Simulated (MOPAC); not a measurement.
Input file for MOPAC: PM7 on BrH3O (a complex), monomers drawn apart or pushed together.

```
PM7 1SCF PRECISE CHARGE=0 THREADS=1
BrH3O

O     -0.18190976 1     0.39201289 1     0.47091361 1
H      0.73983500 1     0.47377152 1     0.20090645 1
H     -0.50177974 1     1.29184150 1     0.60203524 1
Br    -0.43374412 1    -1.27869165 1     3.10575936 1
H     -0.34844432 1    -0.54182577 1     1.86226532 1
```

The log:

```
*******************************************************************************
 **                                                                           **
 **                              MOPAC v23.2.5                                **
 **                                                                           **
 *******************************************************************************
 ** MOPAC's Digital Object Identifier: https://doi.org/10.5281/zenodo.6511958 **
 **                                                                           **
 ** Please cite the open-source release paper for use of this MOPAC version:  **
 ** J. E. Moussa and J. J. P. Stewart (2026)                                  **
 ** MOPAC: An open-source semiempirical molecular orbital program             **
 ** J. Open Source Softw., 11(119), 8025, https://doi.org/10.21105/joss.08025 **
 *******************************************************************************

                              PM7 CALCULATION RESULTS

 *******************************************************************************
 *  PM7        - The PM7 Hamiltonian to be used
 *
 *
 *
 *                 CHARGE ON SYSTEM = 0
 *
 *
 *
 *  PRECISE    - TIGHTER CRITERIA TO BE USED
 *  1SCF       - DO 1 SCF AND THEN STOP
 *  THREADS=1  - MULTI-THREADING NOT USED
 *  T=         - A TIME OF 172800.0 SECONDS REQUESTED
 *  DUMP=N     - RESTART FILE WRITTEN EVERY 7200.0 SECONDS REQUESTED
 *******************************************************************************
PM7 1SCF PRECISE CHARGE=0 THREADS=1
 BrH3O

   ATOM   CHEMICAL          X               Y               Z
  NUMBER   SYMBOL      (ANGSTROMS)     (ANGSTROMS)     (ANGSTROMS)

     1       O         -0.18190976  *   0.39201289  *   0.47091361  *
     2       H          0.73983500  *   0.47377152  *   0.20090645  *
     3       H         -0.50177974  *   1.29184150  *   0.60203524  *
     4      Br         -0.43374412  *  -1.27869165  *   3.10575936  *
     5       H         -0.34844432  *  -0.54182577  *   1.86226532  *



          CARTESIAN COORDINATES

    NO.       ATOM           X           Y           Z

     1         O         -0.1819      0.3920      0.4709
     2         H          0.7398      0.4738      0.2009
     3         H         -0.5018      1.2918      0.6020
     4        Br         -0.4337     -1.2787      3.1058
     5         H         -0.3484     -0.5418      1.8623

 General Reference for PM7:
 "Optimization of Parameters for Semiempirical Methods VI: More Modifications to the
 NDDO Approximations and Re-optimization of Parameters", J. J. P. Stewart, J. Mol. Mod., 1:32, 19 (2013)
 https://link.springer.com/article/10.1007/s00894-012-1667-x

           Empirical Formula: H3 O Br  =     5 atoms



      MOLECULAR POINT GROUP   :   Cs


      RHF CALCULATION, NO. OF DOUBLY OCCUPIED LEVELS = 8


 -------------------------------------------------------------------------------
 PM7 1SCF PRECISE CHARGE=0 THREADS=1
 BrH3O



     1SCF WAS SPECIFIED, SO BFGS WAS NOT USED
     SCF FIELD WAS ACHIEVED


                              PM7 CALCULATION
                                                       MOPAC v23.2.5 Linux




          FINAL HEAT OF FORMATION =        -65.20711 KCAL/MOL =    -272.82654 KJ/MOL


          COSMO AREA              =         89.20 SQUARE ANGSTROMS
          COSMO VOLUME            =         68.86 CUBIC ANGSTROMS

          IONIZATION POTENTIAL    =         10.194063 EV
          HOMO LUMO ENERGIES (EV) =        -10.194  2.238
          NO. OF FILLED LEVELS    =          8
          MOLECULAR WEIGHT        =         98.9271         POINT GROUP:  Cs

          MOLECULAR DIMENSIONS (Angstroms)

            Atom       Atom       Distance
           Br     4    H     2     3.58979
            H     3    H     2     1.50403
            H     2    O     1     0.41637


          SCF CALCULATIONS        =          1





   ATOM   CHEMICAL          X               Y               Z
  NUMBER   SYMBOL      (ANGSTROMS)     (ANGSTROMS)     (ANGSTROMS)

     1       O         -0.18190976  *   0.39201289  *   0.47091361  *
     2       H          0.73983500  *   0.47377152  *   0.20090645  *
     3       H         -0.50177974  *   1.29184150  *   0.60203524  *
     4      Br         -0.43374412  *  -1.27869165  *   3.10575936  *
     5       H         -0.34844432  *  -0.54182577  *   1.86226532  *

                             CARTESIAN COORDINATES

   1    O       -0.181909760     0.392012890     0.470913610
   2    H        0.739835000     0.473771520     0.200906450
   3    H       -0.501779740     1.291841500     0.602035240
   4   Br       -0.433744120    -1.278691650     3.105759360
   5    H       -0.348444320    -0.541825770     1.862265320


           Empirical Formula: H3 O Br  =     5 atoms



      MOLECULAR POINT GROUP   :   Cs


                  EIGENVALUES
 -30.47809 -25.85345 -18.77417 -15.77551 -14.21801 -12.23727 -10.19755 -10.19406
   2.23838   3.79501   5.42041 261.36019 261.43047 261.43657 262.34651 262.34651


              NET ATOMIC CHARGES AND DIPOLE CONTRIBUTIONS

  ATOM NO.   TYPE          CHARGE      No. of ELECS.   s-Pop       p-Pop       d-Pop
    1          O          -0.660967        6.6610     1.81166     4.84930
    2          H           0.343768        0.6562     0.65623
    3          H           0.343764        0.6562     0.65624
    4         Br          -0.263140        7.2631     1.93795     5.32364     0.00155
    5          H           0.236575        0.7634     0.76342
 DIPOLE           X         Y         Z       TOTAL
 POINT-CHG.     1.123     2.671    -1.979     3.509
 HYBRID         0.179     0.429    -0.322     0.565
 SUM            1.302     3.100    -2.300     4.074


          ATOMIC ORBITAL ELECTRON POPULATIONS

     Atom    s        px        py        pz      x^2-y^2     xz        z^2       yz        xy
    1  O   1.81166   1.45738   1.46588   1.92604
    2  H   0.65623
    3  H   0.65624
    4 Br   1.93795   1.99770   1.82629   1.49965   0.00009   0.00009   0.00054   0.00080   0.00003
    5  H   0.76342

 **********************
 *                    *
 * JOB ENDED NORMALLY *
 *                    *
 **********************




 == MOPAC DONE ==
```

The run finished.

Cost: around 0.03 core-seconds (rough).
